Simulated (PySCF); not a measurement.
**C2H12O2Si3**

C2H12O2Si3 is a molecule, neutral, singlet. The structure, one conformer, was relaxed in the gas phase by PBE0-D3(BJ)/def2-SVP. No frequency run checks that it is a minimum.

SMILES: C[Si](C)(O[SiH3])O[SiH3]

```tsv
atom	x (Å)	y (Å)	z (Å)
Si1	0.040	-0.381	0.681
C2	-1.163	-1.661	1.290
O3	0.669	-0.914	-0.761
Si4	1.149	-0.571	-2.304
O5	-0.770	1.046	0.423
Si6	-1.402	2.159	-0.621
C7	1.431	-0.052	1.870
H8	-1.624	-1.344	2.238
H9	-0.655	-2.623	1.457
H10	-1.966	-1.822	0.555
H11	2.294	0.390	-2.303
H12	0.022	0.033	-3.079
H13	1.573	-1.839	-2.965
H14	-0.365	2.601	-1.603
H15	-1.867	3.339	0.163
H16	-2.557	1.584	-1.374
H17	2.117	0.709	1.468
H18	2.010	-0.970	2.058
H19	1.042	0.313	2.833
```

Shieldings: GIAO PBE0/pcSseg-1. Shifts are against computed references at the same level: C TMS (σ 184.4 ppm), H TMS (σ 31.27 ppm), Si TMS (σ 352.0 ppm). Core levels by delta-SCF with SCAN, pcX-2 on the ionised atom and pcseg-1 elsewhere, spin-free X2C (2p3/2 is the spin-free 2p value less a third of a first-order spin-orbit splitting); from the vacuum level, for chosen atoms.

Task: Give the NMR and core-level values of the distinct atoms.

Result: 
| atoms | bonded to | σ (ppm) | δ (ppm) | core level (eV) |
| --- | --- | --- | --- | --- |
| Si1 | 2 C + 2 O | 354.7 | -2.8 | 2p3/2 107.29 |
| C2 | 1 Si + 3 H | 183.8 | 0.6 | 1s 290.09 |
| O3 O5 | 2 Si | 284.5 | - | 1s 537.59 |
| Si4 | 1 O + 3 H | 394.0 | -42.0 | 2p3/2 107.43 |
| Si6 | 1 O + 3 H | 394.0 | -42.0 | - |
| C7 | 1 Si + 3 H | 183.9 | 0.5 | 1s 290.09 |
| H8 H9 H10 | 1 C | 31.16 | 0.11 | - |
| H11 H12 H13 | 1 Si | 26.15 | 5.12 | - |
| H14 H15 H16 | 1 Si | 26.15 | 5.12 | - |
| H17 H18 H19 | 1 C | 31.16 | 0.11 | - |

Values are those of this one static structure, with the three H of a rotating XH3 group averaged; atoms that internal rotation interchanges would show their mean in an NMR spectrum.

Task: By CAM-B3LYP/def2-SVPD (TDDFT singlets, Tamm-Dancoff triplets, ionisation by delta-SCF), where does absorption start, and what does vertical ionisation take?

Result: The lowest singlet lies at 7.26 eV (f 0.014), the lowest triplet at 6.99 eV; vertical ionisation takes 10.08 eV.
